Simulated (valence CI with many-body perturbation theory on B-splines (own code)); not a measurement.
# Ru³⁸⁺: electric-dipole lines

Level of theory: configuration interaction combined with many-body perturbation theory (CI+MBPT): four valence electrons over a frozen Dirac-Fock core [He], a basis of 11 s, 11 p, 9 d, 7 f, 5 g, 2 h, 1 i functions for each j, with the one-electron correlation potential Σ1 (screened to all orders), the two-electron term Σ2, the three-electron term Σ3, Breit, model QED; selected single and double excitations, second order for the rest (own B-spline code, finite nucleus).

No measured spectrum was set against this ion. As an estimate, large intervals hold to a few tenths of a per cent, small ones and those within an open d or f shell to about a per cent. Among the levels kept, up to 260 cm⁻¹ of a level comes from second order outside the variational space, and about a tenth of that is noise between levels of different J, which matters for small intervals.

Lines 151 to 200 of 234 in falling wavelength, among levels below 265.61 Ry, chosen from the strongest by gf and those to the six lowest levels. Wavelengths and rates use the calculated energies. Electric multipoles are in the length gauge, E1 and E2 with the static RPA response of the core. Weak lines are less certain than strong ones. Lines between different terms over intervals too small for the method are left out, as are lines whose strength nearly cancels. The highest levels of a list are the least certain.

Levels are named by their leading jj configuration (3d3/2^4 stands for four electrons in 3d with j = 3/2), which in mixed levels can hold well under half, so a name can repeat and another be missing. Letters in brackets count levels of one name in rising energy.

```
λ vac (nm)                           Upper                       Lower   A (s⁻¹)  log gf  Branch %
    0.3881             (2s^2 2p3/2 3s) J=1      (2s^2 2p1/2 2p3/2) J=1  8.94e+11   -2.22       2.9
    0.3878          (2s^2 2p1/2 3d5/2) J=2      (2s^2 2p1/2 2p3/2) J=1  9.76e+13    0.04      89.1
    0.3878      (2s 2p1/2 2p3/2 3p1/2) J=3          (2s^2 2p3/2^2) J=2  9.00e+13    0.15      78.8
    0.3875  (2s 2p1/2 2p3/2 3d5/2) J=3 [b]  (2s 2p1/2 2p3/2^2) J=2 [a]  4.58e+13   -0.14      36.8
    0.3875          (2s^2 2p3/2 3d5/2) J=3          (2s^2 2p3/2^2) J=2  1.94e+14    0.48      98.0
    0.3873          (2s 2p1/2^2 3p1/2) J=1      (2s^2 2p1/2 2p3/2) J=2  5.69e+11   -2.42       4.3
    0.3870          (2s^2 2p3/2 3d5/2) J=1          (2s^2 2p3/2^2) J=2  1.12e+13   -1.12       5.7
    0.3865  (2s 2p1/2 2p3/2 3p1/2) J=1 [b]          (2s^2 2p3/2^2) J=0  1.24e+12   -2.08       6.4
    0.3860          (2s 2p1/2^2 3p1/2) J=0      (2s^2 2p1/2 2p3/2) J=1  2.52e+12   -2.25      95.6
    0.3859  (2s 2p1/2 2p3/2 3p3/2) J=3 [a]          (2s^2 2p3/2^2) J=2  3.67e+12   -1.24      46.0
    0.3857          (2s 2p1/2^2 3p1/2) J=1      (2s^2 2p1/2 2p3/2) J=1  6.49e+12   -1.36      48.4
    0.3857     (2s 2p1/2 2p3/2 3s) J=2 [c]      (2s 2p1/2^2 2p3/2) J=2  4.94e+11   -2.26       3.4
    0.3843  (2s 2p1/2 2p3/2 3p3/2) J=2 [a]          (2s^2 2p3/2^2) J=2  6.51e+11   -2.14       1.5
    0.3830  (2s 2p1/2 2p3/2 3p1/2) J=2 [c]          (2s^2 2p3/2^2) J=2  1.58e+12   -1.76       5.9
    0.3828  (2s 2p1/2 2p3/2 3p1/2) J=1 [b]          (2s^2 2p3/2^2) J=2  1.91e+12   -1.90       9.8
    0.3822  (2s 2p1/2 2p3/2 3p3/2) J=2 [b]          (2s^2 2p3/2^2) J=2  1.46e+12   -1.80       3.9
    0.3812  (2s 2p1/2 2p3/2 3p3/2) J=3 [b]          (2s^2 2p3/2^2) J=2  1.27e+12   -1.71       3.0
    0.3803  (2s 2p1/2 2p3/2 3p3/2) J=1 [c]          (2s^2 2p3/2^2) J=0  9.19e+11   -2.22       3.6
    0.3803          (2s 2p1/2^2 3p3/2) J=2      (2s^2 2p1/2 2p3/2) J=1  2.85e+12   -1.51      91.9
    0.3797  (2s 2p1/2 2p3/2 3p3/2) J=1 [d]          (2s^2 2p3/2^2) J=0  8.65e+11   -2.25      21.2
    0.3788  (2s 2p1/2 2p3/2 3d3/2) J=2 [a]      (2s 2p1/2^2 2p3/2) J=2  4.21e+13   -0.34      75.4
    0.3787  (2s 2p1/2 2p3/2 3d3/2) J=1 [a]      (2s 2p1/2^2 2p3/2) J=2  1.59e+13   -0.99      42.1
    0.3783  (2s 2p1/2 2p3/2 3d3/2) J=3 [a]      (2s 2p1/2^2 2p3/2) J=2  6.05e+13   -0.04      87.4
    0.3781  (2s 2p1/2 2p3/2 3d5/2) J=1 [b]      (2s 2p1/2^2 2p3/2) J=1  2.65e+13   -0.77      16.0
    0.3778  (2s 2p1/2 2p3/2 3p3/2) J=2 [c]          (2s^2 2p3/2^2) J=2  9.62e+11   -1.99       3.9
    0.3777  (2s 2p1/2 2p3/2 3p3/2) J=3 [c]          (2s^2 2p3/2^2) J=2  1.71e+12   -1.59       6.8
    0.3763  (2s 2p1/2 2p3/2 3d5/2) J=2 [a]      (2s 2p1/2^2 2p3/2) J=2  1.05e+12   -1.95       0.9
    0.3761  (2s 2p1/2 2p3/2 3p3/2) J=1 [d]          (2s^2 2p3/2^2) J=2  8.26e+11   -2.28      20.3
    0.3761  (2s 2p1/2 2p3/2 3d5/2) J=3 [a]      (2s 2p1/2^2 2p3/2) J=2  3.48e+13   -0.29      22.7
    0.3750             (2s 2p3/2^2 3s) J=3      (2s 2p1/2^2 2p3/2) J=2  9.34e+12   -0.86      25.0
    0.3749  (2s 2p1/2 2p3/2 3d3/2) J=2 [b]      (2s 2p1/2^2 2p3/2) J=2  1.92e+14    0.31      88.3
    0.3749  (2s 2p1/2 2p3/2 3d3/2) J=3 [b]      (2s 2p1/2^2 2p3/2) J=2  9.54e+13    0.15      47.1
    0.3747  (2s 2p1/2 2p3/2 3p1/2) J=1 [a]      (2s^2 2p1/2 2p3/2) J=2  2.09e+12   -1.88       8.6
    0.3746  (2s 2p1/2 2p3/2 3d3/2) J=1 [b]      (2s 2p1/2^2 2p3/2) J=2  2.37e+14    0.17      94.9
    0.3745          (2s^2 2p3/2 3d3/2) J=2      (2s^2 2p1/2 2p3/2) J=2  6.44e+13   -0.17      39.4
    0.3739          (2s^2 2p3/2 3d3/2) J=3      (2s^2 2p1/2 2p3/2) J=2  1.74e+14    0.41      96.5
    0.3738  (2s 2p1/2 2p3/2 3p1/2) J=2 [a]      (2s^2 2p1/2 2p3/2) J=2  8.46e+12   -1.05      63.6
    0.3737          (2s^2 2p1/2 3d3/2) J=1          (2s^2 2p1/2^2) J=0  2.28e+14    0.16      88.8
    0.3735          (2s^2 2p3/2 3d3/2) J=1      (2s^2 2p1/2 2p3/2) J=2  3.47e+13   -0.66      18.2
    0.3733  (2s 2p1/2 2p3/2 3p1/2) J=1 [a]      (2s^2 2p1/2 2p3/2) J=1  2.19e+13   -0.86      90.0
    0.3730  (2s 2p1/2 2p3/2 3d5/2) J=3 [b]      (2s 2p1/2^2 2p3/2) J=2  5.56e+12   -1.09       4.5
    0.3730          (2s^2 2p3/2 3d3/2) J=2      (2s^2 2p1/2 2p3/2) J=1  9.92e+13    0.01      60.6
    0.3727          (2s^2 2p3/2 3d5/2) J=2      (2s^2 2p1/2 2p3/2) J=2  1.65e+13   -0.76      10.6
    0.3724  (2s 2p1/2 2p3/2 3d5/2) J=1 [b]      (2s 2p1/2^2 2p3/2) J=2  9.07e+11   -2.25       0.5
    0.3724  (2s 2p1/2 2p3/2 3p1/2) J=2 [a]      (2s^2 2p1/2 2p3/2) J=1  4.07e+12   -1.37      30.6
    0.3720          (2s^2 2p3/2 3d3/2) J=1      (2s^2 2p1/2 2p3/2) J=1  1.16e+14   -0.14      61.0
    0.3720          (2s^2 2p3/2 3d3/2) J=0      (2s^2 2p1/2 2p3/2) J=1  1.59e+14   -0.48     100.0
    0.3718      (2s 2p1/2 2p3/2 3p1/2) J=3      (2s^2 2p1/2 2p3/2) J=2  2.42e+13   -0.46      21.1
    0.3714          (2s^2 2p3/2 3d5/2) J=3      (2s^2 2p1/2 2p3/2) J=2  3.93e+12   -1.24       2.0
    0.3714  (2s 2p1/2 2p3/2 3d3/2) J=3 [c]      (2s 2p1/2^2 2p3/2) J=2  1.28e+12   -1.73       9.2
```
